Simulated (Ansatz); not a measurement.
Input for Ansatz (a first-principles code): R-CCSD(T)/cc-pV(T+d)Z on SiH2 (SMILES [SiH2]). The basis file is the Basis Set Exchange's JSON of that set.

Ansatz 0.2 input:
```yaml
crystal:
  periodic: [false, false, false]
  atoms:
    - {symbol: Si, position_ang: [-0.00000000, -0.00000000, -0.70873391]}
    - {symbol: H, position_ang: [1.09082274, -0.00000000, 0.35436695]}
    - {symbol: H, position_ang: [-1.09082274, 0.00000000, 0.35436695]}
basis:
  gaussian:
    orbitals: cc-pV_T+d_Z.json
magnetization: {spin_polarized: false}
correlation: {method: ccsd_t, electrons: outside_noble_gas}
scf: {lower_state_search: off}
```

It printed:

```
WARN ansatz: RAYON_NUM_THREADS=1 ignored (pool sized by the plan → 1); use --threads N
Functional definition: HF
these checks for a lower state are left out or cut short: stability, starts, cluster_reference, orbital_swaps, neighbouring_geometries, increment
integrals: 0.03 GiB planned
390 factors; integrals over basis functions are off by at most 6.3e-4 eV
mean field: 0.08 GiB planned
mean field evaluation 1: about -7891.7977 eV, gradient 7.9e0 eV
mean field evaluation 2: about -7891.7970 eV, gradient 7.9e0 eV
mean field evaluation 4: about -7892.1629 eV, gradient 5.5e-1 eV
mean field evaluation 8: about -7892.1649 eV, gradient 5.3e-4 eV
mean field -7892.16489711 eV, -290.0317104673 hartree, gradient 3.1e-6 eV, S^2 0.000000; 0 other end points of the search recorded, 0 dependent functions left out
5 core orbitals not correlated
reference -7892.16489711 eV, -290.0317104673 hartree; 3, 3 occupied and 59, 59 virtual orbitals, 390 factors
second order -2.97454027 eV of doubles, -0.00000000 eV of singles
coupled cluster: 0.10 GiB planned
cycle   1  -3.47974774 eV  change   -5.1e-1 eV  update   6.3e-2
cycle   2  -3.71015655 eV  change   -2.3e-1 eV  update   2.7e-2
cycle   3  -3.72262022 eV  change   -1.2e-2 eV  update   8.8e-3
cycle   4  -3.72362745 eV  change   -1.0e-3 eV  update   3.2e-3
cycle   5  -3.72337582 eV  change    2.5e-4 eV  update   1.2e-3
cycle   6  -3.72347122 eV  change   -9.5e-5 eV  update   3.6e-4
cycle   7  -3.72362554 eV  change   -1.5e-4 eV  update   1.1e-4
cycle   8  -3.72358578 eV  change    4.0e-5 eV  update   3.3e-5
cycle   9  -3.72357862 eV  change    7.2e-6 eV  update   1.0e-5
cycle  10  -3.72358503 eV  change   -6.4e-6 eV  update   2.7e-6
perturbative correction -0.10104526 eV, -0.0037133448 hartree
Total energy: -7895.98952740 eV, -290.1722630381 hartree
Checks for a lower state left out: stability, starts, cluster_reference, orbital_swaps, neighbouring_geometries, increment
```

The calculation finished and met its thresholds.

Cost: around 1.1 core-seconds (rough).
